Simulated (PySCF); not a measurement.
Si(OSiH3)2(F)2 (F2H6O2Si3), SMILES [Si](F)(O[SiH3])(F)O[SiH3]. Heavy atoms are numbered as in [F:1][Si:2]([F:3])([O:4][SiH3:5])[O:6][SiH3:7]. Hydrogens are named by the atom that carries them.

Coordinates come from a r2SCAN-D4/def2-SVP optimisation. One conformer was computed; it need not be the lowest.

All values below come from HF/pcSseg-1 (PySCF).

GIAO shieldings, no solvent; atoms alike by connectivity are averaged. δ = σ(ref) − σ: ¹⁹F against CFCl3 (σ = 238.5 ppm); ²⁹Si against TMS (σ = 393.8 ppm); ¹⁷O against H2O (σ = 333.0 ppm); ¹H against TMS (σ = 31.99 ppm), references at their B3LYP-D3(BJ)/def2-TZVP geometries, non-relativistic.

Computed chemical shifts:
| nucleus | atoms | count | δ (ppm) |
|---|---|---|---|
| ¹⁹F | F1 | 2 | -129.3 |
| ²⁹Si | Si5 (SiH3) | 2 | -39.1 |
| ²⁹Si | Si2 | 1 | -107.1 |
| ¹⁷O | O4 | 2 | 13.3 |
| ¹H | H on Si5 | 6 | 4.84 |
